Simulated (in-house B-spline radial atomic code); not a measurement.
Values are calculated unless marked as measured or tabulated.
**Extrapolating the RPA correlation energy in partial waves: Bi3+**

All-electron RPA on r2SCAN orbitals from a B-spline radial code for spherical atoms, scalar-relativistic (spin-free one-electron X2C), finite nucleus, configuration [Xe] 4f14 5d10 6s2. Without the two-electron picture change, the correlation of inner shells comes somewhat too large for so heavy an element. With empty states up to angular momentum L the sums are:

| L | E_c(L) (hartree) |
| --- | --- |
| 5 | -6.214118 |
| 6 | -6.609958 |
| 7 | -6.825037 |
| 8 | -6.947467 |

For large l each further wave adds A/(l + 1/2)⁴, because the basis must build the cusp where two electrons meet.

Question: Estimate the limit from L = 7 and L = 8.

Answer: Wave 8 adds -0.122430, against a sum of (l + 1/2)⁻⁴ of 1.91569e-04, so A = -639.09. The sum over l > 8 is ζ(4, 9.5) = 4.5445e-04, close to 1/(3 × 9³) = 4.5725e-04. The tail is -0.290439 and the limit -7.23791 hartree.

Question: How good is the estimate?

Answer: A run to L = 11 sums to -7.09360 and extrapolates to -7.19040 hartree, 10.41 millihartree from the run before, so it has not settled and is itself too deep. The estimate differs from that by -47.51 millihartree, while the bare sum at L = 8 misses 242.9 millihartree (3.4 %).
